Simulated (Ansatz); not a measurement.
The cluster Li₃N₂. The state is a doublet with charge 0. Geometry B3LYP-D4/def2-TZVPD, that of the charge -1 singlet; atoms count from 1.

```xyz
5

Li   -0.210   -1.227   -1.353
Li    1.685   -0.446    0.798
Li   -0.603    1.442    0.968
N     0.106   -0.028    0.050
N    -0.977    0.259   -0.464
```

The structure comes from a short search, and lower isomers may exist.

Problem. Estimate the Mulliken populations from the PBE0/def2-TZVPD orbitals of Ansatz.

Solution. 
| atom | charge (e) | spin (α − β) |
| --- | --- | --- |
| Li1 | 0.47 | 0.31 |
| Li2 | 0.05 | 0.80 |
| Li3 | 0.47 | 0.31 |
| N4 | -0.04 | -0.43 |
| N5 | -0.96 | 0.00 |
Mulliken values and Mayer orders depend strongly on the basis. With diffuse functions, as here, like atoms can get unlike values, and bond orders can come out too low or too high.

Problem. Where does the spin sit?

Solution. Summed by element: Li 1.43, N -0.43, of 1 unpaired in all. Largest on single atoms: Li2 0.80, N4 -0.43, Li1 0.31.

Problem. And the Mayer bond orders between bonded heavy atoms (over 0.3)?

Solution. Li1–Li2 0.46 (2.97 Å); Li2–Li3 0.46 (2.97 Å); N4–N5 0.58 (1.23 Å).
